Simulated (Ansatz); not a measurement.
Harmonic frequencies (cm⁻¹) at PBE0-D4/def2-TZVP from Ansatz: 26, 125, 214, 322, 342, 516, 575, 603, 801, 873, 875, 947, 996, 1144, 1367, 1448, 1455, 1795, 2140, 2147, 2187, 3042, 3114, 3153.

Problem. Which molecule is it?
A. `C=[C](O)[GeH3]`
B. `NC1(O)C=C1`
C. `B[SiH2]BO`
D. `C[C](=O)[GeH3]`

Solution. D.
